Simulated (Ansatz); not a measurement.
Isolated molecules relaxed with PBE0-D4/def2-TZVP in Ansatz; ΔE leaves out vibrations. CCSD(T)/CBS is the MP2 limit (def2-TZVPP, def2-QZVPP) plus CCSD(T) − MP2 in def2-TZVPP, frozen cores. DFT in def2-TZVPP. B3LYP here is the variant with VWN-RPA as its local correlation; programs differ in this. HSE06 is defined as in plane-wave codes. Elements past krypton have def2 core potentials. For Ge, Sn outer-core shells are correlated without core-valence functions, which leaves a few kJ/mol of doubt a bond. Scalar relativity is left out up to krypton. Each species was taken in one conformer, which may not be the lowest.

Consider the redistribution: `C[O][Ge][Cl]` + `[SH][Sn]([SH])([SH])[SH]` → `C[O][Ge][SH]` + `[SH][Sn]([SH])([SH])[Cl]`.

Question: Is it downhill or uphill in electronic energy at CCSD(T)/CBS, and by how much? (Estimate.)

Answer: The calculation gave: Uphill: ΔE = +15.5 kJ/mol.

Question: What do these levels give: revPBE-D4, B3LYP-D4, r2SCANh-D4, r2SCAN0-D4, CAM-B3LYP-D4, B2PLYP, PBE0, B3LYP, HSE06, HF/def2-TZVPP, MP2/CBS(def2), CCSD/CBS(def2)? (Best estimate.)

Answer: The calculation gave: revPBE-D4 13.5, B3LYP-D4 15.6, r2SCANh-D4 13.3, r2SCAN0-D4 14.0, CAM-B3LYP-D4 16.4, B2PLYP 15.9, PBE0 15.0, B3LYP 15.6, HSE06 15.0, HF/def2-TZVPP 15.3, MP2/CBS(def2) 18.0, CCSD/CBS(def2) 15.9 kJ/mol.

Largest T1 diagnostic among the species: 0.015.

Leaving LDA and LC-ωPBE aside and taking each functional with its dispersion term where it has one, the values, not all of them listed here, spread over 4.7 kJ/mol, from B97M-V to ωB97M-V.
